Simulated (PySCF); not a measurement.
## SiBH5N2O3

The system: SiBH5N2O3, a molecule drawn as a unit of a network glass or zeolite (built as: B3 Si, OH ends, N bridges); neutral, singlet. The structure, one conformer, was relaxed in the gas phase by PBE0-D3(BJ)/def2-SVP. No frequency run checks that it is a minimum.

SMILES: OB1N[Si](O)(O)N1

```
atom   x (Å)   y (Å)   z (Å)
  O1  -0.166   2.232   0.713
 Si2   0.305   0.869  -0.106
  O3   1.433   1.441  -1.163
  N4   0.726  -0.547   0.802
  B5  -0.328  -1.250   0.091
  O6  -0.716  -2.553   0.129
  N7  -0.912  -0.197  -0.713
  H8  -0.871   2.104   1.354
  H9   1.561   2.393  -1.128
 H10   1.452  -0.852   1.427
 H11  -0.182  -3.081   0.727
 H12  -1.603  -0.242  -1.443
```

Shieldings: GIAO PBE0/pcSseg-1. Shifts are against computed references at the same level: H TMS (σ 31.27 ppm), Si TMS (σ 352.0 ppm). Core levels by delta-SCF with SCAN, pcX-2 on the ionised atom and pcseg-1 elsewhere, spin-free X2C; from the vacuum level, for chosen atoms.

Give the NMR and core-level values of the distinct atoms.


```
atoms         bonded to  σ (ppm)  δ (ppm)  core level (eV)
   O1        1 Si + 1 H    280.4        -        1s 538.70
  Si2         2 N + 2 O    409.3    -57.3                -
   O3        1 Si + 1 H    291.7        -                -
   N4  1 B + 1 Si + 1 H    207.6        -        1s 404.09
   B5         2 N + 1 O     77.6        -        1s 197.05
   O6         1 B + 1 H    246.2        -        1s 538.95
   N7  1 B + 1 Si + 1 H    206.8        -        1s 403.98
   H8               1 O    29.69     1.58                -
   H9               1 O    29.45     1.81                -
  H10               1 N    30.19     1.08                -
  H11               1 O    28.23     3.03                -
  H12               1 N    29.81     1.45                -
```

Values are those of this one static structure; atoms that internal rotation interchanges would show their mean in an NMR spectrum.

Which of O1, O6 holds its core electrons tightest, and by how much against the loosest?

O6 (bonded to 1 B + 1 H), by 0.26 eV over O1 (bonded to 1 Si + 1 H).

By CAM-B3LYP/def2-SVPD (TDDFT singlets, Tamm-Dancoff triplets, ionisation by delta-SCF), where does absorption start, and what does vertical ionisation take?

The first singlet with intensity lies at 6.85 eV (f 0.005); what lies below it is dark. The lowest singlet lies at 5.88 eV (f 0.001), the strongest of the first 6 at 7.36 eV (f 0.031), the lowest triplet at 5.74 eV; vertical ionisation takes 9.24 eV.
